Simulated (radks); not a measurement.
The numbers below are computed, except where a source is named.
Effect of the nuclear size on the holmium ion Ho+, [Xe] 4f11 6s1. Code: a radial shooting solver on a logarithmic mesh with Libxc functionals. Model: Dirac Kohn-Sham, BLYP, spin-unpolarised, spherical densities, finite nucleus; open shells fill j = l - 1/2 first; Fermi nuclear charge, rms radius 5.2022 fm. The rms radius is varied about that value; shifts are against it.

rms radius (fm)  total energy shift (eV)  density at nucleus (e/bohr^3)  1s1/2 shift (meV)  2s1/2 shift (meV)  5s1/2 shift (meV)  5p1/2 shift (meV)  6s1/2 shift (meV)  4f7/2 shift (meV)  6p1/2 (empty) shift (meV)
4.6508                             -5.75                      8.314e+05              -2360               -312              -2.45              0.150             -0.206              0.334                      0.049
4.8589                             -3.63                      8.212e+05              -1490               -197              -1.55              0.095             -0.130              0.211                      0.031
5.2022                                 0                      8.056e+05              0.000              0.000              0.000              0.000              0.000              0.000                      0.000
5.6548                              5.06                       7.87e+05               2080                275               2.16             -0.131              0.182             -0.294                     -0.043
5.8577                              7.43                      7.792e+05               3050                403               3.17             -0.193              0.267             -0.431                     -0.064

Slopes of the eigenvalues against <r^2> in GHz/fm^2, as finite differences over the two radii next to the reference (eigenvalue slopes, not the field-shift constants of lines): 1s1/2 103000, 2s1/2 13600, 5s1/2 107, 5p1/2 -6.53, 6s1/2 9.02, 4f7/2 -14.6, 6p1/2 (empty) -2.14.
